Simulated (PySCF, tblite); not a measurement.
Isomers of C3H6N2Si. Calculated harmonic vibrations of the isolated species, GFN2-xTB (tblite), most abundant isotopes, no scaling. Errors from tens to a few hundred cm⁻¹ against measured bands are possible. Modes of hydrogen on silicon can be 10 to 20 % off. One conformer each.

Electronic energies: PBE0/pcSseg-1 single points on the GFN2-xTB geometries (PySCF, gas phase).

| SMILES | electronic energy, lowest = 0 (kJ/mol) |
| --- | --- |
| C=C[Si@@H](N)C#N | 0.0 |
| C[SiH2]/N=C\C#N | 78.9 |
| C[SiH2]/N=C/C#N | 77.5 |

Task: How do GFN2-xTB zero-point energies change the relative energies?

Result: 
```
          SMILES  ZPE (kJ/mol)  of it from modes above 1550 cm⁻¹  electronic (kJ/mol)  with ZPE, lowest = 0 (kJ/mol)  lowest mode (cm⁻¹)  rings
C=C[Si@@H](N)C#N         218.9                             134.4                  0.0                            0.0                  49      0
 C[SiH2]/N=C/C#N         212.6                             122.7                 77.5                           71.2                  74      0
 C[SiH2]/N=C\C#N         213.6                             123.3                 78.9                           73.5                  44      0
```

The zero-point energies span 6.3 kJ/mol, from `C[SiH2]/N=C/C#N` to `C=C[Si@@H](N)C#N`. The order is unchanged.

Task: And how do the electronic energies of GFN2-xTB itself compare?

Result: `C=C[Si@@H](N)C#N` 61.5; `C[SiH2]/N=C/C#N` 3.7; `C[SiH2]/N=C\C#N` 0.0 kJ/mol, lowest = 0. Against the energies above, taken from the same isomer `C=C[Si@@H](N)C#N`, the largest difference is 140.4 kJ/mol.

Task: What do entropy and thermal enthalpy add at 298.15 K and 1 bar (rigid rotor, harmonic oscillator, one conformer each)?

Result: 
| SMILES | point group | symmetry number | S (J/(mol K)) | H − H(0) (kJ/mol) | ZPE + H − H(0) − TS (kJ/mol) |
| --- | --- | --- | --- | --- | --- |
| C=C[Si@@H](N)C#N | C1 | 1 | 378.6 | 25.28 | 131.3 |
| C[SiH2]/N=C/C#N | C1 | 1 | 373.9 | 24.40 | 125.6 |
| C[SiH2]/N=C\C#N | C1 | 1 | 374.0 | 24.11 | 126.2 |
